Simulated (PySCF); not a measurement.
Rigid-rotor lines calculated for a species of formula C10H8Si (commonest isotopes; PBE0-D3(BJ)/def2-SVP geometry optimisation, gas phase (PySCF)), labelled J(Ka,Kc):

```tsv
transition	MHz
2(1,1) ← 1(1,0)	3191.9
1(0,1) ← 0(0,0)	1440.8
2(0,2) ← 1(0,1)	2798.4
1(1,1) ← 0(0,0)	2131.7
2(1,2) ← 1(1,1)	2571.5
```

Question: Find the rotational constants.

Answer: 1(0,1) ← 0(0,0) is B + C, 2(1,1) ← 1(1,0) is 3B + C and 2(1,2) ← 1(1,1) is B + 3C, so B − C is half the difference of the last two, 310.2 MHz. 1(1,1) ← 0(0,0) is A + C. A = 1566.4, B = 875.5, C = 565.3 MHz.

Question: What moments of inertia, asymmetry and inertial defect follow?

Answer: I = 505379 MHz·u·Å² over each constant: Ia = 322.64, Ib = 577.23, Ic = 893.97 u·Å²; κ = (2B − A − C)/(A − C) = -0.380 (asymmetric top); Δ = Ic − Ia − Ib = -5.91 u·Å².

Question: Which dipole components do these lines need?

Answer: μa and μb (a-type: ΔKa even, ΔKc odd; b-type: both odd). The calculation gives |μa| = 0.10 D, |μb| = 0.22 D, |μc| = 0.00 D.

Question: Predict further lines from these constants: 2(1,2) ← 1(0,1); 2(1,1) ← 2(1,2); 2(2,1) ← 2(1,2); 2(1,1) ← 2(0,2); 2(2,0) ← 1(1,1); 2(2,0) ← 2(1,1); 2(0,2) ← 1(1,1); 1(1,0) ← 1(1,1).

Answer: 
| transition | MHz | type | branch |
| --- | --- | --- | --- |
| 1(1,0) ← 1(1,1) | 310 | a | Q |
| 2(1,1) ← 2(1,2) | 931 | a | Q |
| 2(1,1) ← 2(0,2) | 1395 | b | Q |
| 2(0,2) ← 1(1,1) | 2108 | b | R |
| 2(2,0) ← 2(1,1) | 2156 | b | Q |
| 2(2,1) ← 2(1,2) | 3003 | b | Q |
| 2(1,2) ← 1(0,1) | 3262 | b | R |
| 2(2,0) ← 1(1,1) | 5658 | b | R |

Question: Which structure gave them?

Answer: `C#Cc1cccc2c1C=C[SiH2]2`, point group Cs. Three constants can't fix a structure by themselves; this is the one that was computed:
```
atom  x, y, z in Å
C1    -3.133    1.952   -0.425
C2    -2.314    1.084   -0.201
C3    -1.354    0.060    0.066
C4    -1.780   -1.212    0.492
C5    -0.862   -2.220    0.756
C6     0.509   -1.985    0.599
C7     0.955   -0.738    0.179
C8     0.026    0.294   -0.091
C9     0.616    1.570   -0.531
C10    1.961    1.635   -0.634
Si11   2.668   -0.029   -0.152
H12   -3.860    2.717   -0.622
H13   -2.850   -1.394    0.612
H14   -1.216   -3.200    1.085
H15    1.220   -2.789    0.810
H16   -0.052    2.408   -0.755
H17    2.468    2.547   -0.955
H18    3.403   -0.730   -1.249
H19    3.549   -0.001    1.055
```

No frequency check. These are rigid-rotor constants of the computed structure; measured ground-state constants (B0) also hold zero-point vibration.

On one thread, Arm Neoverse V2 (aarch64) (shared host), this took 3.9 min wall and 1.1 GiB of memory at its peak. That covers the optimisation of the geometry.
